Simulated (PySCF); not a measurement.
CH5S, SMILES C[SH2+], charge +1. Geometry: PBE-D3(BJ)/def2-TZVP. The isomer is the one that the SMILES or the coordinates give; other isomers of the formula were not compared.

Method: PySCF with PBE-D3(BJ)/def2-TZVP.

Harmonic wavenumbers (cm⁻¹): 241, 637, 727, 760, 1021, 1073, 1159, 1316, 1405, 1406, 2546, 2556, 3003, 3102, 3130. Rotational constants (GHz): 74.13, 12.21, 12.09; symmetry number 1.

**Question.** Work out the zero-point energy and the ideal-gas rigid-rotor harmonic-oscillator thermochemistry at 298.15 K and 1 atm.

**Answer.** ZPE = ½ Σ hcν = ½ × 24082 cm⁻¹ = 144.04 kJ/mol. H − E(el) = 156.43 kJ/mol. Entropy in J/(mol K): translation 157.31, rotation 87.50, vibration 12.44, total 257.24. G − E(el) = 79.73 kJ/mol. Cp = 56.16 J/(mol K).
